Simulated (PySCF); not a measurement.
C2H8InNSe2, singlet, geometry from GFN2-xTB (such geometries of metal compounds can be far from the true shape) (core potentials on In); DF-PBE0/def2-TZVP in PySCF.

Here is a job for PySCF.
```python
from pyscf import gto, scf, dft

mol = gto.M(
    atom='''
In    0.145053   -0.082739    0.012467
N     0.869475   -2.126433    0.188784
C     2.226808   -2.266052    0.665333
C     0.670708   -2.844770   -1.045962
H     2.392505   -3.308084    0.961226
H     2.982591   -2.009326   -0.092376
H     2.368148   -1.629986    1.544262
H     1.351771   -2.526173   -1.851068
H     0.839193   -3.912836   -0.872040
H    -0.361724   -2.705600   -1.379611
Se   -0.707031    0.820095    2.255300
H    -0.381258   -0.451825    2.837070
Se   -0.431169    1.063076   -2.234666
H    -1.071442    2.120165   -1.497598
''',
    basis='def2-tzvp',
    ecp={'In': 'def2-tzvp'},
    charge=0,
    spin=0,
    verbose=4,
    max_memory=1800,
)

mf = dft.RKS(mol)
mf.xc = 'pbe0'
mf = mf.density_fit(auxbasis='def2-universal-jkfit')
mf.kernel()
```

Question: Write the output that PySCF gives for this input, abridged.

Answer: 
```
PySCF version 2.14.0

[INPUT] verbose = 4
[INPUT] num. atoms = 14
[INPUT] num. electrons = 116
[INPUT] charge = 0
[INPUT] spin (= nelec alpha-beta = 2S) = 0
[INPUT] symmetry False subgroup None
[INPUT] Mole.unit = angstrom
[INPUT] Symbol           X                Y                Z      unit          X                Y                Z       unit  Magmom
[INPUT]  1 In     0.145053000000  -0.082739000000   0.012467000000 AA    0.274110443547  -0.156354049820   0.023559215595 Bohr   0.0
[INPUT]  2 N      0.869475000000  -2.126433000000   0.188784000000 AA    1.643069622156  -4.018375992237   0.356750056700 Bohr   0.0
[INPUT]  3 C      2.226808000000  -2.266052000000   0.665333000000 AA    4.208057251990  -4.282217664023   1.257297151635 Bohr   0.0
[INPUT]  4 C      0.670708000000  -2.844770000000  -1.045962000000 AA    1.267454429555  -5.375836187379  -1.976581716702 Bohr   0.0
[INPUT]  5 H      2.392505000000  -3.308084000000   0.961226000000 AA    4.521179201653  -6.251372757056   1.816453883811 Bohr   0.0
[INPUT]  6 H      2.982591000000  -2.009326000000  -0.092376000000 AA    5.636280131593  -3.797075834968  -0.174565340483 Bohr   0.0
[INPUT]  7 H      2.368148000000  -1.629986000000   1.544262000000 AA    4.475151142437  -3.080227126875   2.918232244573 Bohr   0.0
[INPUT]  8 H      1.351771000000  -2.526173000000  -1.851068000000 AA    2.554476973129  -4.773775113271  -3.498011557946 Bohr   0.0
[INPUT]  9 H      0.839193000000  -3.912836000000  -0.872040000000 AA    1.585844935652  -7.394188410339  -1.647916769666 Bohr   0.0
[INPUT] 10 H     -0.361724000000  -2.705600000000  -1.379611000000 AA   -0.683559292682  -5.112843002623  -2.607086948437 Bohr   0.0
[INPUT] 11 Se    -0.707031000000   0.820095000000   2.255300000000 AA   -1.336094951577   1.549754946125   4.261899328732 Bohr   0.0
[INPUT] 12 H     -0.381258000000  -0.451825000000   2.837070000000 AA   -0.720473202799  -0.853825506232   5.361285296220 Bohr   0.0
[INPUT] 13 Se    -0.431169000000   1.063076000000  -2.234666000000 AA   -0.814791323403   2.008922489598  -4.222906719877 Bohr   0.0
[INPUT] 14 H     -1.071442000000   2.120165000000  -1.497598000000 AA   -2.024731938356   4.006531188888  -2.830050064696 Bohr   0.0

nuclear repulsion = 847.951685546433
number of shells = 113
number of NR pGTOs = 499
number of NR cGTOs = 287
basis = def2-tzvp
ecp = {'In': 'def2-tzvp'}

******** <class 'pyscf.df.df_jk.DFRKS'> ********
method = DFRKS
initial guess = minao
damping factor = 0
level_shift factor = 0
DIIS = <class 'pyscf.scf.diis.CDIIS'>
diis_start_cycle = 1
diis_space = 8
diis_damp = 0
SCF conv_tol = 1e-09
SCF conv_tol_grad = None
SCF max_cycles = 50
direct_scf = False
XC library pyscf.dft.libxc version 7.1.2
    S. Lehtola, C. Steigemann, M. J. T. Oliveira, and M. A. L. Marques,  SoftwareX 7, 1–5 (2018)
XC functionals = pbe0
    C. Adamo and V. Barone,  J. Chem. Phys. 110, 6158 (1999)
    M. Ernzerhof and G. E. Scuseria,  J. Chem. Phys. 110, 5029 (1999)
radial grids:
    Treutler-Ahlrichs [JCP 102, 346 (1995); DOI:10.1063/1.469408] (M4) radial grids

becke partition: Becke, JCP 88, 2547 (1988); DOI:10.1063/1.454033
pruning grids: <function nwchem_prune>
grids dens level: 3
symmetrized grids: False
atomic radii adjust function: <function treutler_atomic_radii_adjust>
small_rho_cutoff = 0
Set gradient conv threshold to 3.16228e-05
Initial guess from minao.
tot grids = 183328
******** <class 'pyscf.df.df.DF'> ********
auxbasis = def2-universal-jkfit
init E= -5094.13497340771
  HOMO = -0.497502565055985  LUMO = -0.43793307349189  gap/eV = 1.62097
cycle= 1 E= -5126.84978647427  delta_E= -32.7  |g|= 2.55  |ddm|= 45.6
  HOMO = 0.0880856850457535  LUMO = 0.102576050898908  gap/eV = 0.39430
cycle= 2 E= -5085.98284017821  delta_E= 40.9  |g|= 8.13  |ddm|=   62
  HOMO = -0.2757352821061  LUMO = -0.165172968444679  gap/eV = 3.00855
cycle= 3 E= -5128.11989577505  delta_E= -42.1  |g|= 1.09  |ddm|= 61.5
  HOMO = -0.248738482377395  LUMO = -0.0931516492717543  gap/eV = 4.23373
cycle= 4 E= -5128.33121263556  delta_E= -0.211  |g|= 0.599  |ddm|= 2.42
  HOMO = -0.199888168642294  LUMO = -0.0826367713832609  gap/eV = 3.19057
cycle= 5 E= -5128.37209446459  delta_E= -0.0409  |g|= 0.327  |ddm|= 0.75
  HOMO = -0.238716093654755  LUMO = -0.0857398519246288  gap/eV = 4.16270
cycle= 6 E= -5128.39648904832  delta_E= -0.0244  |g|= 0.103  |ddm|= 0.448
  HOMO = -0.230946699058678  LUMO = -0.0827996899684894  gap/eV = 4.03129
cycle= 7 E= -5128.39842066193  delta_E= -0.00193  |g|= 0.0259  |ddm|= 0.0837
  HOMO = -0.229745322629758  LUMO = -0.0825443783821891  gap/eV = 4.00554
cycle= 8 E= -5128.39859490072  delta_E= -0.000174  |g|= 0.00472  |ddm|= 0.0363
  HOMO = -0.229477407448892  LUMO = -0.082067260786836  gap/eV = 4.01123
cycle= 9 E= -5128.39860059104  delta_E= -5.69e-06  |g|= 0.00181  |ddm|= 0.00955
  HOMO = -0.229498043531664  LUMO = -0.081981841898889  gap/eV = 4.01412
cycle= 10 E= -5128.39860135353  delta_E= -7.62e-07  |g|= 0.000469  |ddm|= 0.00237
  HOMO = -0.229502761669793  LUMO = -0.0820147283566143  gap/eV = 4.01335
cycle= 11 E= -5128.3986014094  delta_E= -5.59e-08  |g|= 0.000161  |ddm|= 0.000741
  HOMO = -0.229503972666208  LUMO = -0.0820222452101027  gap/eV = 4.01318
cycle= 12 E= -5128.39860141655  delta_E= -7.15e-09  |g|= 3.82e-05  |ddm|= 0.000187
  HOMO = -0.229500138688127  LUMO = -0.0820208129631157  gap/eV = 4.01312
cycle= 13 E= -5128.39860141716  delta_E= -6.06e-10  |g|= 1.59e-05  |ddm|= 9.12e-05
  HOMO = -0.229500192131009  LUMO = -0.0820217194427383  gap/eV = 4.01309
Extra cycle  E= -5128.39860141717  delta_E= -1.46e-11  |g|= 1.64e-05  |ddm|= 3.11e-05
converged SCF energy = -5128.39860141717
```
